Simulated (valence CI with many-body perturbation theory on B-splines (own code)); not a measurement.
# E1 transitions of Pm⁴⁸⁺

Method: relativistic CI+MBPT: three valence electrons over a frozen Dirac-Fock core [Ne], a basis of 11 s, 11 p, 10 d, 8 f, 5 g, 2 h functions for each j, with the one-electron correlation potential Σ1, the two-electron term Σ2, the three-electron term Σ3, Breit, model QED; selected CI, second order for the rest, scaled by the run's own slope (own B-spline code, finite nucleus).

No measured spectrum was set against this ion. As an estimate, large intervals hold to a few tenths of a per cent, small ones and those within an open d or f shell to about a per cent.

Lines 1 to 50 of 586 in falling wavelength, among levels below 150.09 Ry, chosen from the strongest by gf and those to the six lowest levels. Wavelengths and rates use the calculated energies. Electric multipoles are in the length gauge with retardation, E1 and E2 with the static RPA response of the core. Weak lines are less certain than strong ones. Lines between different terms over intervals too small for the method are left out, as are lines whose strength nearly cancels. The highest levels of a list are the least certain.

Levels are named by their leading jj configuration (3d3/2^4 stands for four electrons in 3d with j = 3/2), which in mixed levels can hold well under half, so a name can repeat and another be missing. Letters in brackets count levels of one name in rising energy.

| λ vac (nm) | Upper | Lower | A (s⁻¹) | S (a.u.) |
| --- | --- | --- | --- | --- |
| 53.74 | (3s^2 3p3/2) J=3/2 | (3s 3p1/2^2) J=1/2 | 1.21e+06 | 3.72e-04 |
| 24.03 | (3s 3p1/2 4p1/2) J=1/2 [a] | (3s 3p1/2 4s) J=1/2 [a] | 7.12e+09 | 9.75e-02 |
| 22.24 | (3s^2 4p1/2) J=1/2 | (3s^2 4s) J=1/2 | 9.49e+09 | 1.03e-01 |
| 21.66 | (3s 3p1/2 4p1/2) J=3/2 | (3s^2 4p3/2) J=3/2 | 3.83e+09 | 7.70e-02 |
| 12.28 | (3s 3p1/2 3p3/2) J=3/2 [a] | (3s^2 3p3/2) J=3/2 | 1.13e+09 | 4.13e-03 |
| 11.95 | (3p1/2 3p3/2 3d5/2) J=7/2 [b] | (3s 3p3/2 3d5/2) J=5/2 [b] | 7.20e+09 | 4.85e-02 |
| 11.65 | (3p1/2 3p3/2 3d5/2) J=9/2 | (3s 3p3/2 3d5/2) J=7/2 [b] | 5.77e+09 | 4.50e-02 |
| 11.51 | (3s^2 4p3/2) J=3/2 | (3s^2 4s) J=1/2 | 1.97e+10 | 5.93e-02 |
| 11.38 | (3p1/2 3d3/2^2) J=5/2 | (3s 3d3/2^2) J=3/2 | 1.02e+10 | 4.45e-02 |
| 11.30 | (3p1/2 3d3/2 3d5/2) J=9/2 | (3s 3d3/2 3d5/2) J=7/2 [b] | 1.59e+10 | 1.13e-01 |
| 10.82 | (3s 3p1/2 3p3/2) J=5/2 | (3s^2 3p3/2) J=3/2 | 7.54e+09 | 2.83e-02 |
| 10.77 | (3s 3p1/2 3d5/2) J=7/2 | (3s^2 3d5/2) J=5/2 | 1.21e+10 | 5.98e-02 |
| 10.64 | (3p1/2 3d3/2 3d5/2) J=7/2 [a] | (3s 3d3/2 3d5/2) J=7/2 [a] | 8.67e+09 | 4.13e-02 |
| 10.59 | (3p1/2 3d5/2^2) J=5/2 | (3s 3d5/2^2) J=3/2 | 1.75e+10 | 6.16e-02 |
| 10.54 | (3p1/2 3d5/2^2) J=9/2 | (3s 3d5/2^2) J=7/2 | 2.36e+10 | 1.37e-01 |
| 10.50 | (3p1/2 3d3/2 3d5/2) J=9/2 | (3s 3d3/2 3d5/2) J=9/2 | 8.86e+09 | 5.06e-02 |
| 10.32 | (3p1/2 3p3/2 3d5/2) J=9/2 | (3s 3p3/2 3d5/2) J=7/2 [a] | 1.01e+10 | 5.50e-02 |
| 10.12 | (3s 3p1/2 4s) J=3/2 | (3s^2 4s) J=1/2 | 8.79e+10 | 1.80e-01 |
| 10.08 | (3s 3p1/2^2) J=1/2 | (3s^2 3p1/2) J=1/2 | 1.94e+10 | 1.96e-02 |
| 10.07 | (3p1/2^2 3p3/2) J=3/2 | (3s 3p1/2 3p3/2) J=3/2 [b] | 6.47e+09 | 1.30e-02 |
| 9.938 | (3p1/2 3p3/2 3d5/2) J=5/2 [a] | (3s 3p3/2 3d5/2) J=3/2 [a] | 1.42e+10 | 4.13e-02 |
| 9.897 | (3s^2 4d3/2) J=3/2 | (3s^2 4p1/2) J=1/2 | 1.08e+11 | 2.07e-01 |
| 9.884 | (3p1/2 3d3/2 3d5/2) J=5/2 [b] | (3s 3d3/2 3d5/2) J=5/2 [b] | 1.19e+10 | 3.42e-02 |
| 9.844 | (3p1/2 3p3/2 3d3/2) J=7/2 | (3s 3p3/2 3d3/2) J=7/2 | 1.16e+10 | 4.35e-02 |
| 9.795 | (3p1/2 3d5/2^2) J=3/2 | (3s 3d5/2^2) J=5/2 | 2.76e+10 | 5.13e-02 |
| 9.777 | (3p1/2 3d5/2^2) J=1/2 | (3s 3d5/2^2) J=1/2 | 3.98e+10 | 3.67e-02 |
| 9.742 | (3p1/2 3d5/2^2) J=5/2 | (3s 3d5/2^2) J=5/2 | 2.04e+10 | 5.59e-02 |
| 9.662 | (3p1/2^2 3d5/2) J=5/2 | (3s 3p1/2 3d5/2) J=3/2 | 2.15e+10 | 5.75e-02 |
| 9.607 | (3p1/2 3d3/2 3d5/2) J=7/2 [b] | (3s 3d3/2 3d5/2) J=7/2 [b] | 9.53e+09 | 3.34e-02 |
| 9.583 | (3p1/2 3d5/2^2) J=7/2 | (3s 3d5/2^2) J=9/2 | 2.72e+10 | 9.44e-02 |
| 9.489 | (3p1/2 3d5/2^2) J=9/2 | (3s 3d5/2^2) J=9/2 | 1.80e+10 | 7.59e-02 |
| 9.397 | (3p1/2 3p3/2 3d5/2) J=3/2 [a] | (3s 3p3/2 3d5/2) J=5/2 [a] | 2.36e+10 | 3.87e-02 |
| 9.377 | (3s 3p1/2 3p3/2) J=3/2 [b] | (3s^2 3p3/2) J=3/2 | 1.27e+10 | 2.07e-02 |
| 9.370 | (3p1/2^2 3d5/2) J=5/2 | (3s 3p1/2 3d5/2) J=5/2 [b] | 2.47e+10 | 6.01e-02 |
| 9.196 | (3p1/2 3p3/2 3d5/2) J=5/2 [a] | (3s 3p3/2 3d5/2) J=5/2 [a] | 1.93e+10 | 4.45e-02 |
| 9.142 | (3p1/2 3p3/2 3d5/2) J=7/2 [b] | (3s 3p3/2 3d5/2) J=7/2 [a] | 1.18e+10 | 3.57e-02 |
| 9.043 | (3s 3p1/2 3d3/2) J=3/2 [a] | (3s 3p1/2 3p3/2) J=3/2 [b] | 1.12e+10 | 1.63e-02 |
| 9.022 | (3p1/2 3d3/2 3d5/2) J=7/2 [b] | (3s 3d3/2 3d5/2) J=9/2 | 3.37e+10 | 9.78e-02 |
| 9.016 | (3p1/2 3p3/2^2) J=5/2 | (3s 3p3/2^2) J=5/2 | 1.66e+10 | 3.61e-02 |
| 8.895 | (3p1/2 3p3/2 3d5/2) J=5/2 [b] | (3s 3p3/2 3d5/2) J=7/2 [a] | 1.81e+10 | 3.77e-02 |
| 8.829 | (3s 3p1/2 3p3/2) J=1/2 | (3s^2 3p3/2) J=3/2 | 1.88e+10 | 1.27e-02 |
| 8.804 | (3p1/2 3p3/2 3d5/2) J=7/2 [a] | (3s 3p3/2 3d5/2) J=9/2 | 3.54e+10 | 9.53e-02 |
| 8.803 | (3p1/2^2 3p3/2) J=3/2 | (3s 3p1/2 3p3/2) J=5/2 | 3.82e+10 | 5.14e-02 |
| 8.786 | (3p1/2^2 3d5/2) J=5/2 | (3s 3p1/2 3d5/2) J=7/2 | 4.65e+10 | 9.33e-02 |
| 8.769 | (3p1/2^2 3d3/2) J=3/2 | (3s 3p1/2 3d3/2) J=5/2 | 5.06e+10 | 6.74e-02 |
| 8.752 | (3p1/2 3p3/2^2) J=3/2 | (3s 3p3/2^2) J=5/2 | 3.09e+10 | 4.10e-02 |
| 8.515 | (3p1/2 3d3/2 3d5/2) J=5/2 [b] | (3s 3d3/2 3d5/2) J=7/2 [a] | 2.12e+10 | 3.88e-02 |
| 8.490 | (3p1/2 3p3/2 3d3/2) J=5/2 [b] | (3s 3p3/2 3d3/2) J=7/2 | 4.04e+10 | 7.31e-02 |
| 8.435 | (3s 3p1/2 3d3/2) J=5/2 | (3s 3p1/2 3p3/2) J=3/2 [b] | 2.58e+09 | 4.59e-03 |
| 8.391 | (3p1/2 3p3/2 3d5/2) J=9/2 | (3s 3p3/2 3d5/2) J=9/2 | 2.70e+10 | 7.86e-02 |
